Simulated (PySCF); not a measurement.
Compound: C8H16Si.
SMILES with atom numbers: `[CH2:1]1[CH2:2][CH2:3][Si:4]2([CH2:5]1)[CH2:6][CH2:7][CH2:8][CH2:9]2` (hydrogens: H10, H11 on C1; H12, H13 on C2; H14, H15 on C3; H16, H17 on C5; H18, H19 on C6; H20, H21 on C7; H22, H23 on C8; H24, H25 on C9)

A GFN2-xTB structure was refined with PySCF 2.14.0, PBE0-D3(BJ)/def2-SVP geometry optimisation, gas phase. Its GFN2-xTB values:

```json
{"coordinate": "C1–C2", "GFN2-xTB": "1.525 Å"}
{"coordinate": "C1–C5", "GFN2-xTB": "1.528 Å"}
{"coordinate": "C1–H10", "GFN2-xTB": "1.092 Å"}
{"coordinate": "C3–Si4", "GFN2-xTB": "1.909 Å"}
{"coordinate": "C3–H14", "GFN2-xTB": "1.090 Å"}
{"coordinate": "C6–H19", "GFN2-xTB": "1.090 Å"}
{"coordinate": "C2–C1–C5", "GFN2-xTB": "108.3°"}
{"coordinate": "C2–C3–Si4", "GFN2-xTB": "103.4°"}
{"coordinate": "C3–Si4–C5", "GFN2-xTB": "94.3°"}
{"coordinate": "C3–Si4–C6", "GFN2-xTB": "117.4°"}
{"coordinate": "C2–C1–C5–Si4", "GFN2-xTB": "-39°"}
{"coordinate": "C5–C1–C2–C3", "GFN2-xTB": "53°"}
{"coordinate": "C6–C7–C8–C9", "GFN2-xTB": "-53°"}
{"coordinate": "C7–C8–C9–Si4", "GFN2-xTB": "38°"}
```

Task: How do these coordinates change at the PBE0-D3(BJ)/def2-SVP level?

Result: 
```json
{"coordinate": "C6–H19", "PBE0-D3(BJ)/def2-SVP (Å or °)": "1.104", "change": "+0.014"}
{"coordinate": "C3–H14", "PBE0-D3(BJ)/def2-SVP (Å or °)": "1.104", "change": "+0.014"}
{"coordinate": "C1–H10", "PBE0-D3(BJ)/def2-SVP (Å or °)": "1.103", "change": "+0.011"}
{"coordinate": "C1–C5", "PBE0-D3(BJ)/def2-SVP (Å or °)": "1.537", "change": "+0.009"}
{"coordinate": "C1–C2", "PBE0-D3(BJ)/def2-SVP (Å or °)": "1.532", "change": "+0.007"}
{"coordinate": "C3–Si4", "PBE0-D3(BJ)/def2-SVP (Å or °)": "1.902", "change": "-0.007"}
{"coordinate": "C3–Si4–C5", "PBE0-D3(BJ)/def2-SVP (Å or °)": "94.8", "change": "+0.5"}
{"coordinate": "C2–C3–Si4", "PBE0-D3(BJ)/def2-SVP (Å or °)": "103.8", "change": "+0.4"}
{"coordinate": "C2–C1–C5", "PBE0-D3(BJ)/def2-SVP (Å or °)": "108.6", "change": "+0.3"}
{"coordinate": "C3–Si4–C6", "PBE0-D3(BJ)/def2-SVP (Å or °)": "117.2", "change": "-0.2"}
{"coordinate": "C5–C1–C2–C3", "PBE0-D3(BJ)/def2-SVP (Å or °)": "50", "change": "-3"}
{"coordinate": "C6–C7–C8–C9", "PBE0-D3(BJ)/def2-SVP (Å or °)": "-50", "change": "+3"}
{"coordinate": "C2–C1–C5–Si4", "PBE0-D3(BJ)/def2-SVP (Å or °)": "-37", "change": "+2"}
{"coordinate": "C7–C8–C9–Si4", "PBE0-D3(BJ)/def2-SVP (Å or °)": "37", "change": "-1"}
```

The energy falls by 2.0 kcal/mol over 4 energy and gradient evaluations, the largest force component goes from 0.0094 to 1.9e-04 Eh/bohr, and the atoms move by 0.034 Å rms after alignment. Among the bonds, 12 bonds (C1–H11, C2–H13, C3–H14, C3–H15, C5–H16, C5–H17 and others) change most and about equally (+0.013 to +0.014 Å). Bonds longer at the end by more than 0.005 Å: 22 of 26; shorter: 4. Rotational constants go from 2856, 868.2, 866.7 to 2838, 865.3, 864.9 MHz.

The run used 210 basis functions and 24 SCF cycles in all. The run took 2.1 min wall on Arm Neoverse V1, one thread, no GPU, shared host.

No frequency check. One conformer, not necessarily the lowest.
